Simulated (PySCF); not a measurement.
Molecule: `InChI=1S/C8H9N/c1-2-7(1)8-3-5-9-6-4-8/h3-7H,1-2H2`.

Bonds (- single, = double, # triple, : aromatic): C1:C2, C2:C3, C3-C4, C4-C5, C5-C6, C3:C7, C7:C8, C8:N9, N9:C1, C6-C4. C1 carries H10; C2 carries H11; C4 carries H12; C5 carries H13, H14; C6 carries H15, H16; C7 carries H17; C8 carries H18. H14, H15 are cis to C3 on the ring; H13, H16 are trans to C3 on the ring.

Frames of a GFN2-xTB Langevin trajectory at 300 K; GIAO PBE0/pcSseg-1 shieldings in PySCF, gas phase, non-relativistic; equivalent atoms averaged within each frame.

Shifts are taken against calculated references (same method and geometry level): 13C (σ = 186.93 ppm), 1H (σ = 31.72 ppm) against TMS; 15N (σ = 267.73 ppm) against NH3. The references are static minima.

Question: How do the shifts (ppm) fluctuate along the trajectory?

Answer: 
| time (fs) | C3 | C1/C8 | C2/C7 | C5/C6 | C4 | N9 | H10/H18 | H11/H17 | H12 | H13/H16 |
| --- | --- | --- | --- | --- | --- | --- | --- | --- | --- | --- |
| optimised geometry | 159.9 | 155.6 | 124.3 | 15.4 | 18.8 | 350.7 | 8.81 | 6.95 | 1.71 | 1.15 |
| 250 | 160.4 | 156.5 | 129.7 | 22.0 | 16.1 | 362.6 | 9.08 | 7.07 | 2.25 | 2.17 |
| 425 | 164.8 | 159.6 | 126.0 | 20.2 | 21.0 | 346.0 | 8.80 | 7.19 | 2.21 | 1.64 |
| 625 | 158.1 | 161.6 | 123.7 | 23.5 | 18.1 | 356.7 | 8.96 | 7.52 | 1.62 | 1.79 |
| 800 | 158.9 | 153.3 | 122.5 | 22.7 | 26.4 | 339.8 | 8.51 | 7.23 | 3.25 | 1.74 |
| 1000 | 160.7 | 160.1 | 126.4 | 15.1 | 14.7 | 366.9 | 9.25 | 7.16 | 0.76 | 0.60 |
| mean of frames | 160.6 | 158.3 | 125.7 | 20.7 | 19.3 | 354.4 | 8.92 | 7.24 | 2.02 | 1.59 |
| standard deviation | 2.6 | 3.3 | 2.8 | 3.4 | 4.7 | 11.3 | 0.28 | 0.17 | 0.92 | 0.59 |

5 frames give an uncertainty of the mean of about the standard deviation over 2.2 at best, since frames this close in time may not be independent; classical motion lacks zero-point vibration, and the reference would need the same averaging.
